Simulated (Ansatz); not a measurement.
Re(O)3(OH) (HO4Re), SMILES [O]=[Re](=[O])(=[O])[OH], multiplicity 1. Atoms are numbered in the order given.

```xyz
6

Re     0.0000     0.0000    -0.0572
O     -1.3716     0.7919    -0.6602
O      1.3716     0.7919    -0.6602
O      0.0000    -1.5838    -0.6602
O      0.0000     0.0000     1.7696
H      0.0000     0.0000     2.7265
```
Charge 0, spin multiplicity 1.

Coordinates come from a PBE0-D3(BJ)/def2-SVP optimisation. The spin state was assumed, not searched. The isomer is the one that the SMILES or the coordinates give; other isomers of the formula were not compared. The def2 effective core potentials stand for the cores of Re; spin–orbit coupling is left out. One conformer was computed; it need not be the lowest.

Two levels are set side by side: PBE-D3(BJ)/def2-SVP (Ansatz, a program for electronic structure) and PBE0-D3(BJ)/def2-SVP (Ansatz). Each level has its own optimised geometry; the coordinates shown are those of the second. Differences are taken from unrounded values.

```tsv
quantity	PBE0-D3(BJ)	PBE-D3(BJ)	PBE-D3(BJ) minus PBE0-D3(BJ)
mean bond length (Å)	1.574	1.594	0.020
bond Re1–O2 (Å)	1.695	1.719	0.025
bond Re1–O3 (Å)	1.695	1.719	0.025
bond Re1–O4 (Å)	1.695	1.719	0.025
bond Re1–O5 (Å)	1.827	1.844	0.017
bond O5–H6 (Å)	0.957	0.966	0.009
```

GGA bonds tend to be longer and softer than those of functionals with exact exchange. Differences between two approximate levels are no errors against the true value.
